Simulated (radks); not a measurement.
Results of a calculation; reference values are marked as such.
Q: These are the eigenvalues of the occupied orbitals of an atom or ion with whole-number occupations (eV). Level of theory: Dirac Kohn-Sham, Wu-Cohen GGA, spin-unpolarised, spherical densities, point nucleus (a radial shooting solver on a logarithmic mesh with Libxc functionals).

orbital  eigenvalue
1s1/2     -6995.159
2s1/2     -818.9769
2p1/2     -706.5168
2p3/2     -694.0342
3s1/2      -93.7468
3p1/2      -60.9487
3p3/2      -59.4012
3d3/2       -7.5986
3d5/2       -7.4465
4s1/2       -5.3221

Which element is it, and in what charge state? The configuration may be excited. Open shells, if any, fill j = l - 1/2 first.

A: Z = 26, iron, charge 0: Fe in [Ar] 3d6 4s2. The list shows which subshells hold electrons but not how many an open one holds; the 1s level, -257.07 hartree, gives Z - s = 22.7 by -(Z - s)^2/2, which with screening and relativity narrows Z to a few neighbours, and the depths of the outer levels then fix element, charge and occupations together.
